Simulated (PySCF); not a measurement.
Species: C7H5O2 (doublet state).
Cartesian coordinates in Å at the GFN2-xTB level; atoms count from 1:
```
atom  x, y, z in Å
C1     3.507    0.278   -0.082
C2     2.302    0.195   -0.058
C3     0.915    0.098   -0.031
C4     0.236   -1.098    0.248
C5    -1.118   -1.133    0.265
C6    -1.920    0.092   -0.004
C7    -1.104    1.335   -0.312
O8    -1.615    2.392   -0.568
O9     0.237    1.257   -0.300
H10    4.554    0.340   -0.100
H11    0.831   -1.976    0.444
H12   -1.656   -2.044    0.476
H13   -2.567    0.330    0.851
H14   -2.604   -0.067   -0.849
```

The species is `C#CC1=C[CH]CC(=O)O1` [radical].

Method: UKS B3LYP, pcH-1 on C H O, non-relativistic, mean-field spin-orbit, GIAO in PySCF. Isolated species at its GFN2-xTB geometry, gas phase. The geometry wasn't refined by DFT: couplings that depend on bond lengths, twists or pyramidal angles can differ widely from those at the functional's own minimum. The SCF solution wasn't tested for stability. ⟨S²⟩ is 0.778 where a pure state has 0.75.

Principal values of hyperfine tensors in MHz (contact and dipolar terms together), for some of the nuclei:

```
atom  isotope      A1      A2      A3
 H13       1H   63.16   64.47   70.19
 H14       1H   61.08   62.37   68.12
  C3      13C    5.95    7.54  149.45
  C2      13C  -65.58  -49.97  -33.69
  C5      13C    2.57    4.40  116.11
  C4      13C  -64.54  -29.66  -25.69
 H12       1H  -49.76  -31.95  -12.75
  C1      13C   -0.09    7.36   80.31
```

(1) Split each tensor into its isotropic and traceless parts, and turn a_iso into mT with g = 2.0029.

(2) What spin density at the nucleus of C1 lies behind its contact coupling (g_N = 1.40482)?

(3) H10 (1H, g_N = 5.58569) isn't in the table. Its spin density at the nucleus is -0.006214 bohr⁻³. What is its contact coupling?

(4) Which nucleus of the table has the largest anisotropic coupling, and what is its form?

(5) In a single crystal, with the field along each principal axis of the tensor of C3 in turn, what first-order splitting does this nucleus give (isotropic g, quadrupole terms neglected)?

Answers

(1) a_iso = (A1 + A2 + A3)/3, Ti = Ai − a_iso; 1 mT corresponds to 28.032 MHz.

```json
{"atom": "H13", "a_iso (MHz)": "65.94", "a_iso (mT)": "2.352", "T1": "-2.78", "T2": "-1.47", "T3": "4.25"}
{"atom": "H14", "a_iso (MHz)": "63.86", "a_iso (mT)": "2.278", "T1": "-2.78", "T2": "-1.48", "T3": "4.26"}
{"atom": "C3", "a_iso (MHz)": "54.31", "a_iso (mT)": "1.938", "T1": "-48.36", "T2": "-46.78", "T3": "95.14"}
{"atom": "C2", "a_iso (MHz)": "-49.75", "a_iso (mT)": "-1.775", "T1": "-15.83", "T2": "-0.23", "T3": "16.06"}
{"atom": "C5", "a_iso (MHz)": "41.03", "a_iso (mT)": "1.464", "T1": "-38.45", "T2": "-36.63", "T3": "75.08"}
{"atom": "C4", "a_iso (MHz)": "-39.96", "a_iso (mT)": "-1.426", "T1": "-24.58", "T2": "10.31", "T3": "14.27"}
{"atom": "H12", "a_iso (MHz)": "-31.49", "a_iso (mT)": "-1.123", "T1": "-18.28", "T2": "-0.46", "T3": "18.74"}
{"atom": "C1", "a_iso (MHz)": "29.19", "a_iso (mT)": "1.041", "T1": "-29.29", "T2": "-21.83", "T3": "51.11"}
```

(2) a_FC = 800.24 MHz bohr³ × g_N × ρ(0)/(2S). With a_FC = 29.19 MHz and 2S = 1, ρ(0) = 0.02597 bohr⁻³.

(3) By the same relation, a_FC = -27.8 MHz. Its full tensor has the principal values -40.86, -28.72, -13.75 MHz.

(4) C3: -48.4, -46.8, 95.1 MHz, axial, in the ratio −1:−1:+2, the form that spin in one p orbital centred on that nucleus gives.

(5) 2 lines (I = 1/2), spaced by |A_i|/(g × 13.996): 0.21, 0.27, 5.33 mT along the axes of A1, A2 and A3.

On Intel Xeon at 2.70 GHz, one thread, on a shared host, this took 1.9 min (with the writing of density and orbital grids) and 1.1 GiB of memory at its peak.
